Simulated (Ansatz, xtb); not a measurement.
Relative energy of two isomers of C6H10B2

Structure X is `CCC1=CBC=CB1`, a singlet and structure Y is `CCB1C=CBC=C1`, a singlet. Both are isolated molecules in the gas phase, relaxed with PBE0-D3(BJ)/def2-SVP; the shapes shown needn't be the lowest conformers.

X (Å):

```yaml
atoms:
  - { symbol: C, position_ang: [0.0414, 2.8497, -1.2297] }
  - { symbol: C, position_ang: [0.5303, 1.7476, -2.1661] }
  - { symbol: C, position_ang: [0.5432, 0.4016, -1.5043] }
  - { symbol: C, position_ang: [1.6620, -0.3607, -1.3882] }
  - { symbol: C, position_ang: [0.3158, -2.1876, 0.0880] }
  - { symbol: C, position_ang: [-0.8125, -1.4481, -0.0242] }
  - { symbol: B, position_ang: [1.6346, -1.7189, -0.6272] }
  - { symbol: B, position_ang: [-0.8062, -0.2506, -1.0230] }
  - { symbol: H, position_ang: [0.7060, 2.9514, -0.3580] }
  - { symbol: H, position_ang: [-0.9720, 2.6347, -0.8528] }
  - { symbol: H, position_ang: [0.0036, 3.8220, -1.7434] }
  - { symbol: H, position_ang: [1.5334, 1.9936, -2.5525] }
  - { symbol: H, position_ang: [-0.1456, 1.6997, -3.0393] }
  - { symbol: H, position_ang: [2.5983, 0.0147, -1.8267] }
  - { symbol: H, position_ang: [2.6366, -2.3958, -0.5501] }
  - { symbol: H, position_ang: [0.3012, -3.1085, 0.6862] }
  - { symbol: H, position_ang: [-1.7334, -1.7694, 0.4796] }
  - { symbol: H, position_ang: [-1.8455, 0.1101, -1.5362] }
```

Y (Å):

```xyz
18

C     1.6046    2.4442    0.4707
C     1.9465    1.9067   -0.9325
C     1.3266   -0.7482   -0.7591
C     0.5763   -1.7929   -1.1788
C    -1.2033   -0.0698   -2.2732
C    -0.4504    0.9723   -1.8519
B     0.9535    0.7195   -1.1872
B    -0.7321   -1.5388   -2.0018
H     0.5637    2.8003    0.5298
H     2.2554    3.2899    0.7436
H     1.7299    1.6717    1.2462
H     1.8293    2.7187   -1.6687
H     3.0005    1.5847   -0.9490
H     2.2416   -0.9367   -0.1790
H     0.8914   -2.8164   -0.9354
H    -1.3861   -2.4736   -2.4099
H    -2.1455    0.1241   -2.8031
H    -0.7914    1.9999   -2.0442
```

**Question.** Which of the two would you expect CCSD(T)/def2-SVP + ΔMP2/def2-TZVPP electronic energies to favour?

**Answer.** Structure Y; the calculation gives E(Y) − E(X) = −6.4 kcal/mol.

The same difference at several levels:

```
                             level              geometry  E(Y) − E(X) (kcal/mol)  departure from the last row (kcal/mol)  job, with rough time for the two
                          GFN2-xTB              GFN2-xTB                      +8.4                                   +14.9              optimisation, 0.28 s
                         HF/STO-3G              GFN2-xTB                      −5.6                                    +0.8               single point, 0.4 s
                r2SCAN-D4/def2-SVP              GFN2-xTB                      −6.8                                    −0.3                 single point, 5 s
              PBE0-D3(BJ)/def2-SVP  PBE0-D3(BJ)/def2-SVP                      −6.3                                    +0.1             optimisation, 1.8 min
                       HF/def2-SVP  PBE0-D3(BJ)/def2-SVP                      −6.4                                    +0.1           part of the CCSD(T) run
                      MP2/def2-SVP  PBE0-D3(BJ)/def2-SVP                      −5.5                                    +1.0           part of the CCSD(T) run
                  CCSD(T)/def2-SVP  PBE0-D3(BJ)/def2-SVP                      −5.6                                    +0.8                      single point
CCSD(T)/def2-SVP + ΔMP2/def2-TZVPP  PBE0-D3(BJ)/def2-SVP                      −6.4                                                     single point, 2.2 min
```

As drawn, Y has 1 C–B, 1 C–H in place of 1 C–C, 1 B–H.

GFN2-xTB puts the two in the other order. The largest departure from CCSD(T)/def2-SVP + ΔMP2/def2-TZVPP is that of GFN2-xTB, 14.9 kcal/mol. The last row adds to CCSD(T) the change of the MP2 difference between the two basis sets, here −0.8 kcal/mol.

With thermal terms from frequencies at re-optimised GFN2-xTB minima (ideal gas, soft modes damped towards free rotors, one conformer each, 298.15 K, 1 atm): the zero-point term adds +0.6 kcal/mol; ΔH is −5.7 and ΔG −6.1 kcal/mol.

The correlated steps freeze 8 core orbitals. Programs: Ansatz 0.2.0, xtb 6.7.1; the last row on 4 threads of Arm Neoverse V2 on a shared host.
